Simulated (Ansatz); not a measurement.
CH₇AlBFGe, SMILES `[CH3][AlH][B](F)[GeH3]`, relaxed with RKS PBE0-D4/def2-TZVP in Ansatz from a PBE-D4/def2-SVP geometry. The force threshold is 0.005 eV/Å; the program also tests the step.

Charge 0, multiplicity 1.

Start:

```xyz
12

C    -0.091    1.840   -1.113
Al   -1.259    0.255   -1.057
B    -0.709   -1.382    0.295
F    -1.474   -2.477    0.383
Ge    1.027   -1.293    1.478
H    -0.410    2.608   -1.846
H    -0.040    2.328   -0.114
H     0.955    1.551   -1.358
H    -2.576    0.176   -1.982
H     0.989   -0.003    2.352
H     2.264   -1.106    0.545
H     1.323   -2.497    2.418
```

```json
{"step": "1", "energy (eV)": "-67646.6363", "largest force (eV/Å)": "0.481", "largest move (Å)": "0.000"}
{"step": "2", "energy (eV)": "-67646.6614", "largest force (eV/Å)": "0.177", "largest move (Å)": "0.032"}
{"step": "3", "energy (eV)": "-67646.6632", "largest force (eV/Å)": "0.060", "largest move (Å)": "0.017"}
{"step": "4", "energy (eV)": "-67646.6637", "largest force (eV/Å)": "0.039", "largest move (Å)": "0.020"}
{"step": "5", "energy (eV)": "-67646.6639", "largest force (eV/Å)": "0.021", "largest move (Å)": "0.010"}
{"step": "6", "energy (eV)": "-67646.6639", "largest force (eV/Å)": "0.009", "largest move (Å)": "0.001"}
{"step": "7", "energy (eV)": "-67646.6639", "largest force (eV/Å)": "0.004", "largest move (Å)": "0.001"}
```

End:

```xyz
12

C    -0.092    1.828   -1.107
Al   -1.256    0.260   -1.062
B    -0.700   -1.367    0.293
F    -1.456   -2.452    0.397
Ge    1.034   -1.280    1.470
H    -0.404    2.588   -1.827
H    -0.047    2.300   -0.119
H     0.938    1.539   -1.346
H    -2.560    0.180   -1.979
H     0.982   -0.007    2.343
H     2.257   -1.103    0.544
H     1.303   -2.484    2.393
```

It took 30 s on 4 threads of an AMD EPYC 7B13 on a shared host, with 0.71 GiB of host memory at the peak.
